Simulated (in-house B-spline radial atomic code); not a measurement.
## Ionising I5+ with different functionals

Computed with an all-electron radial atomic-structure program (B-spline basis): non-relativistic Hamiltonian, point nucleus, spin-polarised at highest spin, spherical fractional occupations for the functionals, and exact exchange of hybrids averaged over the configuration. The ionisation energy is the difference of two self-consistent energies, [Kr] 4d10 5s2 → [Kr] 4d10 5s1, without Breit or QED terms; ε is the level of the shell that loses the electron (its least bound occupied spin orbital). There is no spin-orbit coupling in this Hamiltonian.

```tsv
method	rung	ΔSCF (eV)	-ε(5s) (eV)
PBE0	global hybrid	71.93	67.70
B3LYP	global hybrid	72.44	67.78
TPSSh	global hybrid	71.76	66.81
M06-2X	global hybrid	72.12	68.54
BHandHLYP	global hybrid	71.82	68.90
r2SCAN0	global hybrid	?	?
B97-1	global hybrid	?	?
HSE06	range-separated hybrid	71.99	67.40
wB97X	range-separated hybrid	71.88	70.44
CAM-B3LYP	range-separated hybrid	72.40	69.49
LC-wPBE	range-separated hybrid	71.92	70.72
```

Q: What does B97-1 give?

A: ΔSCF 72.26 eV, and -ε(5s) = 67.47 eV.

Q: What does r2SCAN0 give?

A: ΔSCF 71.48 eV, and -ε(5s) = 67.79 eV.

Q: Among the functionals, which spreads more, the ΔSCF values or the orbital energies?

A: The orbital energies: ΔSCF values span about 0.96 eV and the orbital energies 3.91 eV; here energy differences depend much less on the functional than eigenvalues do.

Q: How do they compare with the NIST value?

A: NIST lists 74.4 eV ± 0.4 (semi-empirical, ground level to ground level). Errors run from -2.92 to -1.96 eV. The correlated functionals all miss on the same side by more than they spread, so the cause is common to them (relativity, Breit-QED terms, or a listed next ion that isn't the cheapest removal here) and closeness doesn't rank the functionals.
